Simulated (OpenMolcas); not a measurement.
Tc4+: ligand-field states by method

Tc4+ with its 6 nearest chloride ions at 2.48 Å, on the Y site of Cs2NaYCl6 (a = 10.7396 Å, distance in the model lattice 2.619 Å). The rest of the host is ab initio model potentials to 7.6 Å, with orthogonalisation functions on the cations behind the ligands, and point charges beyond; the distance is set by hand and nothing relaxes, and no local charge compensation is placed. Ligand basis ANO-RCC-VDZP.
```
Tc    0.0000    0.0000    0.0000
Cl    2.4800    0.0000    0.0000
Cl    0.0000    2.4800    0.0000
Cl   -2.4800    0.0000    0.0000
Cl    0.0000   -2.4800    0.0000
Cl    0.0000    0.0000    2.4800
Cl    0.0000    0.0000   -2.4800
```

| Quantity | Value |
| --- | --- |
| Program | OpenMolcas 26.06 |
| Basis | ANO-RCC-VTZP [7s6p4d2f1g] |
| Scalar Hamiltonian | DKH2, point nucleus |
| Active space | 3 electrons in 5 orbitals (4d) |
| State averaging | 2S+1 = 4 even, 10 roots; 2S+1 = 2 even, 40 roots |
| Spin-orbit coupling | state interaction with AMFI integrals over the reference wave functions |

I. CASSCF
II. SS-CASPT2, IPEA 0.25 Eh, imaginary shift 0.1 Eh (closed shells correlated: 4s 4p and the ligand valence shells)
III. SS-CASPT2, IPEA 0.25 Eh, imaginary shift 0.1 Eh (closed shells correlated: the ligand valence shells only)

Spin-free states (labels of O, the rotations of Oh) in cm-1, each column counted from its own energy of the first state listed:

| State | Degeneracy | I | II | III |
| --- | --- | --- | --- | --- |
| 4A2 | 1 | 0 | 0 | 0 |
| 2E | 2 | 14297 | 8970 | 9810 |
| 2T1 | 3 | 14980 | 8960 | 9890 |
| 4T2 | 3 | 20850 | 25570 | 24770 |
| 2T2 | 3 | 21953 | 15420 | 15730 |
| 4T1 | 3 | 27587 | 30330 | 29810 |
| 2A1 | 1 | 31911 | 30780 | 31070 |
| 2S+1 = 2 | 3 | 32518 | 31620 | 31690 |
| 2S+1 = 2 | 3 | 33996 | 32890 | 33020 |
| 2E | 2 | 35824 | 33800 | 33980 |

From I to II, I's first state of the same spin (4T2) moves from 20850 to 25570 cm-1, by about +4700 cm-1.

From I to II, I's first state of another spin (2E) moves from 14297 to 8970 cm-1, by about -5300 cm-1. In II another state of that kind comes below it.

χT at 300 K: I 1.76, II 1.78, III 1.77 cm3 K/mol.

Roots that are degenerate in the reference are averaged as groups; the widest CASPT2 spread within a group is 230 cm-1 (the 3-fold group of multiplicity 2 near 57300 cm-1 above the lowest state of its run, II). Shifts and gaps below about the spread of the groups concerned are not significant. Over all roots computed the reference weight is 0.62 to 0.64 in II, 0.64 to 0.66 in III; a low but even weight reflects the number of correlated electrons. The least metal-like active orbital is 70 % on the metal (Löwdin) and no ligand orbital is active, so the numbers are rough. Ligand-to-metal charge-transfer states are missing. With no ligand orbital active B as a rule stays too high, so bands that hang on it stand too high and its fall with covalency is understated. Without dynamic correlation the repulsion within the d shell is too large (B by tens of per cent), so at a given field states of lower spin stand too high (holds for I). With metal d orbitals alone the field can be off either way by tens of per cent (holds for I). These CASPT2 states fit no ligand-field parameters well, so their order and spin gaps are uncertain (holds for II). With one d shell and no ligand orbital active, 10Dq can be off by a tenth or more (holds for II; III). No measured value stands beside these numbers; the geometry was set by hand and not optimised.

A state without a sure symmetry label is named by its multiplicity alone.
